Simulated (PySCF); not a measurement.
**Correlation energy of Ar⁺ (argon, charge +1)**

[Ne] 3s2 3p4 4s1, high-spin 4P determinant (an excited configuration). Computed with PySCF 2.14 in aug-cc-pVDZ-DK, with the spin-free X2C one-electron Hamiltonian (Gaussian nucleus). Frozen: [Ne]; 7 electrons correlated.

```tsv
level	correlation energy (mhartree)
CCSD	-126.95
(T)	-1.83
CCSD(T)	-128.78
CCSDT	-129.11
```

Diagnostics: T1 = 0.0080, D1 = 0.0223, largest double amplitude 0.041.

Q: Is a single reference adequate?

A: Yes: T1 lies below 0.03 and no double amplitude reaches 0.07.
